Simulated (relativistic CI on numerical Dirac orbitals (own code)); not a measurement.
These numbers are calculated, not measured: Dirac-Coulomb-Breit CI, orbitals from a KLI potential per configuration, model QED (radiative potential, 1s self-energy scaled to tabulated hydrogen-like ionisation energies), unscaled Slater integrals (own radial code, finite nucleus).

The strongest absorption lines from the ground level of an ion, among the configurations computed and to levels below about 12600 eV (vacuum wavelength in Å, gf): 0.9899 (0.046), 0.9942 (0.027), 1.0989 (0.11), 1.1092 (0.065), 1.4418 (0.4), 1.4851 (0.27), 12.426 (0.2), 78.728 (0.014).

(1) Which ion is it?
A. Tb⁶⁴⁺
B. Nd⁵⁷⁺
C. Tb⁶²⁺
D. Tb⁶⁰⁺

## Answers

(1) C. Tb⁶²⁺ has 3 electrons and the ground level 2s 2S_1/2; the strongest line goes to 3p 2P°_3/2. The pattern of lines fixes the number of electrons, and along that sequence the line energies rise steadily with the charge (about as its square where n changes within one kind of shell, about linearly where n is kept but much faster in heavy ions where fine structure, which grows about as Z⁴, sets the gap, and irregularly where shells cross), which fixes Z. Configurations outside the model, such as inner-shell arrays, can give stronger lines. At this charge energies of transitions that change n are usually good to better than 1 %, and those within a shell (Δn = 0) to a few per cent.
